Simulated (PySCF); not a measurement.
Geometry:
```csv
atom,x (Å),y (Å),z (Å)
C1,-2.388,-0.463,-0.644
C2,-1.656,0.140,0.557
C3,-0.172,0.146,0.316
C4,0.607,-0.945,0.675
C5,1.966,-0.959,0.417
C6,2.565,0.123,-0.206
C7,1.797,1.215,-0.571
C8,0.438,1.225,-0.311
H9,-3.462,-0.469,-0.471
H10,-2.183,0.116,-1.542
H11,-2.058,-1.485,-0.814
H12,-1.884,-0.447,1.449
H13,-2.010,1.160,0.719
H14,0.145,-1.792,1.164
H15,2.561,-1.814,0.704
H16,3.626,0.114,-0.406
H17,2.258,2.061,-1.059
H18,-0.158,2.081,-0.596
```

Computed data (PySCF): PBE0/pcSseg-1 with gauge-including orbitals, geometry from GFN2-xTB. A single conformation, in vacuum, no relativistic terms, fast rotation and ring inversion assumed for equivalent nuclei.

References, each an isolated molecule treated in the same way: TMS for ¹³C (186.93 ppm) and ¹H (31.72 ppm).

| atoms | nucleus | count | δ (ppm) |
| --- | --- | --- | --- |
| H9/H10/H11 | ¹H | 3 | 1.20 |
| H15/H17 | ¹H | 2 | 7.60 |
| C3 | ¹³C | 1 | 151.4 |
| C6 | ¹³C | 1 | ? |
| C5/C7 | ¹³C | 2 | 134.2 |
| C2 | ¹³C | 1 | 35.3 |
| C1 | ¹³C | 1 | 22.6 |
| H16 | ¹H | 1 | 7.48 |
| H14/H18 | ¹H | 2 | 7.49 |
| C4/C8 | ¹³C | 2 | ? |
| H12/H13 | ¹H | 2 | ? |

Q: Complete the table.

A: 
- C4/C8: 133.3 ppm, aromatic CH; the aromatic region
- C6: 131.0 ppm, aromatic CH; the aromatic region
- H12/H13: 2.65 ppm, hydrogen on an sp3 CH2 on an aromatic ring; benzylic-type position, deshielded by the ring

Shifts are as computed. Against solution values, carbons near 30 ppm lie about +3 ppm off and those near 130 ppm about +5 ppm. Of 246 compounds with measured shifts, 49 miss one by over three times the rms of a fit or turn the order of signals round; such compounds aren't used in these exercises.
